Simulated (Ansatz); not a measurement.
Molecule: CH6NSi, charge 0, multiplicity 2. SMILES: C[N][SiH3]

Atoms: C1, N2, Si3, H4, H5, H6, H7, H8, H9. Bonds: C1-N2, C1-H4, C1-H5, C1-H6, N2-Si3, Si3-H7, Si3-H8, Si3-H9.

Bond lengths (Å) and angles (degrees) optimised at HF/6-31G* with Ansatz (a first-principles code); PBE/6-31G* with Ansatz; MP2/6-31G* with Ansatz, each started from the B3LYP-D3(BJ)/def2-TZVP structure (Ansatz) of the last column. A row stands for all coordinates that are equal there; 13 of 21 kinds are shown. 6-31G* holds six Cartesian d functions. No wavenumbers were computed at PBE/6-31G*, MP2/6-31G*, so these may be saddle points.

| coordinate | HF/6-31G* | PBE/6-31G* | MP2/6-31G* | B3LYP-D3(BJ)/def2-TZVP |
|---|---|---|---|---|
| C1-N2 | 1.440 | 1.430 | 1.442 | 1.425 |
| C1-H4 | 1.084 | 1.111 | 1.094 | 1.095 |
| C1-H5 | 1.089 | 1.112 | 1.099 | 1.099 |
| C1-H6 | 1.090 | 1.115 | 1.102 | 1.103 |
| N2-Si3 | 1.755 | 1.759 | 1.766 | 1.741 |
| Si3-H7 | 1.470 | 1.502 | 1.480 | 1.480 |
| Si3-H8 | 1.480 | 1.511 | 1.492 | 1.490 |
| Si3-H9 | 1.478 | 1.504 | 1.488 | 1.485 |
| C1-N2-Si3 | 121.0 | 122.3 | 119.2 | 123.3 |
| N2-C1-H4 | 110.8 | 109.6 | 110.6 | 110.9 |
| N2-C1-H5 | 113.0 | 117.7 | 114.6 | 115.5 |
| N2-C1-H6 | 109.1 | 108.1 | 107.8 | 107.9 |
| N2-Si3-H7 | 109.2 | 107.8 | 108.7 | 108.0 |

Mean signed difference of all 8 bond lengths from B3LYP-D3(BJ)/def2-TZVP: HF/6-31G* -0.004 Å, PBE/6-31G* 0.016 Å, MP2/6-31G* 0.006 Å.
